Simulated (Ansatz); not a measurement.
Abridged output of a molecular run in Ansatz:

```
Functional definition: HF
808 factors; integrals over basis functions are off by at most 1.5e-3 eV
mean field evaluation 1: about -21799.2480 eV, gradient 3.3e1 eV
mean field evaluation 2: about -21799.2518 eV, gradient 3.3e1 eV
mean field evaluation 4: about -21801.9904 eV, gradient 3.5e0 eV
mean field evaluation 8: about -21802.0337 eV, gradient 2.6e-4 eV
mean field -21802.03366661 eV, -801.2099592987 hartree, gradient 1.6e-6 eV, S^2 0.000000; 0 other end points of the search recorded, 0 dependent functions left out
12 core orbitals not correlated: weight in the atoms' cores, before any rotation towards them, 1.000 or more for the frozen orbitals, at most 0.000 for the correlated occupied ones
reference -21802.03366661 eV, -801.2099592987 hartree; 12, 12 occupied and 60, 60 virtual orbitals, 808 factors
second order -14.87303186 eV of doubles, -0.00000000 eV of singles
cycle   1  -15.43549097 eV  change   -5.6e-1 eV  update   1.0e-1
cycle   2  -15.86760483 eV  change   -4.3e-1 eV  update   3.0e-2
cycle   3  -15.98189366 eV  change   -1.1e-1 eV  update   1.7e-2
cycle   4  -15.97775993 eV  change    4.1e-3 eV  update   4.0e-3
cycle   5  -15.97689505 eV  change    8.6e-4 eV  update   1.8e-3
cycle   6  -15.97714036 eV  change   -2.5e-4 eV  update   5.7e-4
cycle   7  -15.97686257 eV  change    2.8e-4 eV  update   2.1e-4
cycle   8  -15.97683356 eV  change    2.9e-5 eV  update   6.4e-5
cycle   9  -15.97685312 eV  change   -2.0e-5 eV  update   2.3e-5
perturbative correction -0.48621223 eV, -0.0178679697 hartree
Total energy: -21818.49673195 eV, -801.8149657909 hartree
```

Its atoms:

Z-matrix (Å, degrees):
```
Si
C 1 1.798
O 1 1.652 2 50.8
S 1 2.112 2 121.3 3 -104.9
H 1 1.476 2 124.3 3 98.3
H 2 1.088 1 121.5 3 99.2
H 2 1.088 1 122.9 3 -98.9
H 4 1.344 1 93.3 2 179.8
```

(1) Which basis set was used?
A. cc-pV(T+d)Z
B. def2-TZVPPD
C. def2-TZVPP
D. def2-SVP

(2) Write the keys of the input that set method, charge and spin (a neutral closed shell needs none for the last two).

Answers

(1) D. It gives 84 functions.

(2) 
```yaml
correlation: {method: ccsd_t}
```
